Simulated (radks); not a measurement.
The antimony ion Sb+, configuration [Kr] 4d10 5s2 5p2. Method: Dirac Kohn-Sham, PBE, spin-unpolarised, spherical densities, point nucleus; open shells fill j = l - 1/2 first; computed with a radial shooting solver on a logarithmic mesh with Libxc functionals.

Normalised radial functions P(r) = r R(r) (large component), r in bohr:

| r | 5s1/2 |
|---|---|
| 0.003623 | 0.0574 |
| 0.004832 | 0.0700 |
| 0.006444 | 0.0831 |
| 0.008595 | 0.0952 |
| 0.01146 | 0.1032 |
| 0.01541 | 0.1025 |
| 0.02056 | 0.0871 |
| 0.02742 | 0.0513 |
| 0.03657 | -0.0074 |
| 0.04877 | -0.0819 |
| 0.06505 | -0.1489 |
| 0.08676 | -0.1681 |
| 0.1167 | -0.0962 |
| 0.1556 | 0.0611 |
| 0.2075 | 0.2193 |
| 0.2768 | 0.2338 |
| 0.3691 | 0.0263 |
| 0.4923 | -0.2751 |
| 0.6619 | -0.3804 |
| 0.8829 | -0.1100 |
| 1.178 | 0.3664 |
| 1.571 | 0.7202 |
| 2.095 | 0.7615 |
| 2.794 | 0.5416 |
| 3.756 | 0.2538 |
| 5.01 | 0.0778 |
| 6.682 | 0.0137 |
| 8.912 | 0.0012 |

5s1/2: eigenvalue -20.404 eV, 4 radial nodes at r = 0.0354, 0.141, 0.379, 0.947 bohr, <r> = 2.16 bohr, 90 % of the charge inside 3.17 bohr.
